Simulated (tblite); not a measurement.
A tight-binding relaxation on `CC(=S)C[AsH2]`.

Computed with GFN2-xTB geometry optimisation, gas phase (tblite 0.8.0). Start geometry: from a force field or distance geometry. The input is one job of a driver script: a line of settings, then coordinates in Å.

Command:
```bash
OMP_NUM_THREADS=1 python probes_run.py task.json out
```

Input:
```
{"job": {"kind": "relax", "xc": "GFN2-xTB", "basis": "xTB"}, "charge": 0, "multiplicity": 1}
C     -1.287500    -0.755200    -0.166000
C     -0.395400     0.285300    -0.780300
S     -0.332200     0.462900    -2.191400
C      0.482100     1.153800     0.043300
As     1.708400    -0.016100     1.070200
H     -0.999000    -1.776300    -0.444700
H     -2.306900    -0.481400    -0.583000
H     -1.277600    -0.665000     0.947400
H     -0.196700     1.656200     0.782400
H      1.024900     1.911800    -0.545800
H      2.771000    -0.665300     0.109000
H      0.810000    -1.111200     1.732800
```

Output:
```
step      E/eV     max force
  0    -421.50778   16.017
  1    -422.47347    6.748
  2    -422.98530    3.920
  3    -423.33743    2.729
  4    -423.45400    1.027
  5    -423.59673    0.835
  6    -423.65432    0.827
  7    -423.68994    0.762
  8    -423.72249    0.366
  9    -423.73292    0.206
... (89 lines left out)
 99    -423.82182    0.103
100    -423.82238    0.043
101    -423.82278    0.035
102    -423.82296    0.031
103    -423.82304    0.033
104    -423.82311    0.033
105    -423.82324    0.031
106    -423.82338    0.026
107    -423.82347    0.019
108    -423.82351    0.010
```

«max force» is the largest atomic force in eV/Å.

From which step on does the largest force stay under 0.1 eV/Å, and how much energy is left to gain from there?

From step 100 (0.043 eV/Å), 1.1 meV above the end.

In short: energy lowered by 53.4 kcal/mol over 108 steps; largest atomic force 0.010 eV/Å at the end.

Where do the atoms end?

0.453 Å rms from the input after alignment:
```
atom  x, y, z in Å
C1    -1.4045   -0.6760   -0.1689
C2    -0.2551    0.0889   -0.7317
S3     0.2769   -0.1800   -2.2503
C4     0.3813    1.0844    0.1405
As5    1.8963    0.2574    1.1804
H6    -1.6104   -1.5627   -0.7631
H7    -2.2941   -0.0426   -0.1779
H8    -1.2095   -0.9596    0.8674
H9    -0.3192    1.4989    0.8713
H10    0.8316    1.8963   -0.4355
H11    2.5264   -0.3720   -0.0199
H12    1.1815   -1.0338    1.4614
```

The run took 0.57 s of wall time on Arm Neoverse V1, one thread, shared host with 32 logical CPUs at a one-minute load of 16.
Labels such as C1 count atoms from 1, the log's own numbers from 0.
